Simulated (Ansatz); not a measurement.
```yaml
crystal:
  periodic: [false, false, false]
  atoms:
    - {symbol: C, position_ang: [-0.932676, 1.660151, -1.391512]}
    - {symbol: C, position_ang: [-0.349456, 0.580194, -0.540360]}
    - {symbol: N, position_ang: [0.142552, -0.177835, 0.110753]}
    - {symbol: In, position_ang: [1.050810, -1.805445, 1.664105]}
    - {symbol: H, position_ang: [-0.618962, 2.548409, -1.038132]}
    - {symbol: H, position_ang: [-0.530334, 1.538953, -2.413566]}
    - {symbol: H, position_ang: [-1.956817, 1.469951, -1.443044]}
    - {symbol: H, position_ang: [0.499182, -3.186203, 0.682879]}
    - {symbol: H, position_ang: [0.205534, -1.383192, 2.950608]}
    - {symbol: H, position_ang: [2.713020, -1.301534, 1.370694]}
basis:
  gaussian: {orbitals: STO-3G, fitting: {mean_field: cc-pVTZ-jkfit}, final_grid: {core_spheres: 5, valence_spheres: 4, degree: 11}}
total_charge: -1
magnetization: {spin_polarized: false, initial_magnetization: 1}
hamiltonian: {xc: {name: HSE06}}
output: {forces: true}
```

```sh
$ ansatz run in.yaml --threads 4 --pin off --events-out ev --progress --plain --max-ram 10444MiB
```

Q: How does Ansatz answer? (An estimate is asked.)

A: The calculation gave: The program refused the input.
```
Functional definition: HSE06
Error: <dir> the basis set cc-pVTZ-JKFIT has no functions for In
```

HSE06 is defined as in plane-wave codes.
